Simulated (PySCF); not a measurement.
1,1-dibromo-1-chloroethane (C2H3Br2Cl), SMILES CC(Cl)(Br)Br.

Coordinates come from a B3LYP-D3(BJ)/def2-SVP optimisation.

Two levels are set side by side: TDDFT-PBE/def2-SVPD (PySCF) and TDDFT-LC-ωPBE/def2-SVPD (PySCF). Vertical, same geometry. The lowest singlet is HOMO→LUMO 96 % with PBE and HOMO→LUMO 83 % with the other functional; states are paired by order. Differences are taken from unrounded values.

```csv
quantity,TDDFT-PBE
lowest singlet excitation (eV),4.28
lowest triplet excitation (TDA) (eV),3.89
```

These are the TDDFT-PBE values. What does TDDFT-LC-ωPBE give? (An estimate is asked for; the answer gives what the named calculation found.)


```tsv
quantity	TDDFT-LC-ωPBE	TDDFT-PBE minus TDDFT-LC-ωPBE
lowest singlet excitation (eV)	5.30	-1.02
lowest triplet excitation (TDA) (eV)	4.60	-0.71
```

Functionals without exact exchange tend to place singlet excitations lower, as here. Differences between two approximate levels are no errors against the true value.

Rough cost on one machine, each run with all the roots and properties that it gave: TDDFT-LC-ωPBE against TDDFT-PBE about 10 times.
